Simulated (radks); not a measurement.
The nuclear charge of neutral xenon is varied continuously with 54 electrons held in [Xe]. Method: scalar-relativistic Kohn-Sham, SCAN, spin-polarised, spherical densities, finite nucleus; meta-GGA in the generalised Kohn-Sham scheme; Fermi nuclear charge, rms radius 4.7859 fm; computed with a radial shooting solver on a logarithmic mesh with Libxc functionals. By the Hellmann-Feynman theorem dE/dZ = E(electron-nucleus)/Z, the electronic potential at the nucleus (averaged over a nucleus of fixed radius). The scalar-relativistic energy here is not variational (the density holds large components alone), so the two differ by a part that grows with Z.

\begin{tabular}{lrrrrr}
Z & E (hartree) & E(electron-nucleus)/Z (hartree) & HOMO & e(HOMO) (eV) & <r> HOMO (bohr) \\ \hline
53.8 & -7381.64044 & -332.103 & 5p & -6.715 & 2.360 \\
54 & -7448.49466 & -333.825 & 5p & -8.576 & 2.301 \\
54.2 & -7515.6982 & -335.547 & 5p & -10.523 & 2.246 \\
54.4 & -7583.2499 & -337.270 & 5p & -12.551 & 2.196 \\
54.6 & -7651.1498 & -338.993 & 5p & -14.658 & 2.149 \\
54.8 & -7719.3978 & -340.717 & 5p & -16.840 & 2.105 \\
55 & -7787.9946 & -342.441 & 5p & -19.094 & 2.064 \\
\end{tabular}

The central difference of E at Z = 54 is -335.144 hartree, to compare with the third column; the second derivative is -8.73 hartree.
